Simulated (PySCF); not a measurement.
HoF3(NH3) at several levels of theory

Computed with PySCF 2.14.0 (density fitting, no spin-orbit coupling) at the geometry relaxed with PBE0:

```xyz
8
HoF3(NH3) (singlet in the valence; each metal's 4f electrons, 10 of them, lie in its core potential, out of spins and levels)
Ho    0.0965   -0.0965    0.0965
F     1.0693    1.3838    1.0693
F    -1.3838   -1.0693    1.0693
F     1.0693   -1.0693   -1.3838
N    -1.3373    1.3373   -1.3373
H    -1.9475    1.9475   -0.7895
H    -0.7895    1.9475   -1.9475
H    -1.9475    0.7895   -1.9475
```

```csv
level,basis,state,HOMO (eV),gap (eV),charge on Ho1 (e),population of f-type functions on Ho1 (polarisation alone where 4f lies in the core),dipole about the centre of mass (D),largest force component (eV/Å)
PBE0,"Ho lcecp-1-SVP with ECP56, F def2-SVP, N def2-SVP, H def2-SVP",singlet,-9.49,8.70,1.15,0.08,5.95,0.01
PBE0,"Ho lcecp-1-TZVP with ECP56, F def2-TZVP, N def2-TZVP, H def2-TZVP",singlet,-9.67,8.67,1.61,0.10,5.92,0.22
```

In the lcecp rows the 4f levels are missing from HOMO and gap, and the state counts the valence alone.

Charges are Mulliken's, which hang on the basis. The relaxation used the grid (50, 194), these runs (75, 302) or, all-electron (x2c bases, spin-free X2C Hamiltonian), (99, 590).

Q: A further run in the first row's basis gives HOMO (eV) -10.99, gap (eV) 10.86, charge on Ho1 (e) 1.10, population of f-type functions on Ho1 (polarisation alone where 4f lies in the core) 0.09, dipole about the centre of mass (D) 5.95, largest force component (eV/Å) 0.05. Which level was it?
A. CAM-B3LYP
B. B3LYP

A: A. The others give HOMO -9.16 eV (B3LYP).

In the first row's basis the gap widens with exact exchange: 8.0 to 8.7 eV for B3LYP, PBE0 (a fixed share); 10.9 eV for CAM-B3LYP (rising or full at long range).

An lcecp potential fixes the number of 4f electrons, so in runs with it no electron can move into or out of that shell.
